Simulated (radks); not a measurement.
Species: Cs+. Configuration: [Kr] 4d10 5s1 5p6 6p1 (not the ground configuration). Method: Dirac Kohn-Sham, PBE, spin-unpolarised, spherical densities, point nucleus; open shells fill j = l - 1/2 first; computed with a radial shooting solver on a logarithmic mesh with Libxc functionals.

Normalised radial functions P(r) = r R(r) (large component), r in bohr:

r           4d3/2    4d5/2    6p3/2
0.001708   0.0000   0.0000   0.0003
0.002333   0.0001   0.0000   0.0006
0.003187   0.0001   0.0001   0.0011
0.004389   0.0003   0.0002   0.0020
0.005997   0.0007   0.0005   0.0035
0.008192   0.0016   0.0012   0.0062
0.01119    0.0035   0.0029   0.0104
0.01529    0.0080   0.0068   0.0171
0.02089    0.0177   0.0157   0.0269
0.02854    0.0381   0.0347   0.0396
0.03899    0.0789   0.0732   0.0533
0.05326    0.1540   0.1454   0.0622
0.07335    0.2812   0.2694   0.0558
0.1002     0.4514   0.4380   0.0239
0.1369     0.6183   0.6075  -0.0319
0.187      0.6646   0.6630  -0.0834
0.2555     0.4388   0.4519  -0.0802
0.349     -0.1097  -0.0837   0.0040
0.4768    -0.7820  -0.7551   0.1126
0.6514    -1.1907  -1.1774   0.1263
0.89      -1.0979  -1.1026  -0.0081
1.226     -0.6654  -0.6788  -0.1884
1.674     -0.2716  -0.2821  -0.2284
2.287     -0.0688  -0.0731  -0.0524
3.125     -0.0094  -0.0103   0.2422
4.269     -0.0006  -0.0007   0.4619
5.832     0.0000  0.0000   0.4695
7.968     0.0000  0.0000   0.2713
10.89     0.0000  0.0000   0.0852
14.87     0.0000  0.0000   0.0122

4d3/2: eigenvalue -88.109 eV, 1 radial node at r = 0.331 bohr, <r> = 0.829 bohr, 90 % of the charge inside 1.25 bohr. 4d5/2: eigenvalue -85.816 eV, 1 radial node at r = 0.335 bohr, <r> = 0.839 bohr, 90 % of the charge inside 1.27 bohr. 6p3/2 (empty): eigenvalue -5.345 eV, 4 radial nodes at r = 0.116, 0.345, 0.878, 2.43 bohr, <r> = 5.54 bohr, 90 % of the charge inside 7.91 bohr.
